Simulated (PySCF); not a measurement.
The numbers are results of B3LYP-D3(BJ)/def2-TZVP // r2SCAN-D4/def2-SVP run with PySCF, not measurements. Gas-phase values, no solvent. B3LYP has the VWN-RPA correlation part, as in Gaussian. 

Reference species: [W(Cl)(F)5] (neutral, multiplicity 1).

- coordination number = 6
- HOMO = -10.37 eV
- mean distance from the central atom to its bonded neighbours = 1.924 Å

Changed species: [W(Cl)6] (0 of 6 Cl replaced by F; the reference has 5 of 6 Cl replaced by F).

Question: Predict the effect on the coordination number, HOMO and mean distance from the central atom to its bonded neighbours.

Answer: the coordination number stays essentially unchanged; the HOMO increases by 1.45 eV, to -8.92 eV; the mean distance from the central atom to its bonded neighbours increases by 0.389 Å, to 2.313 Å.
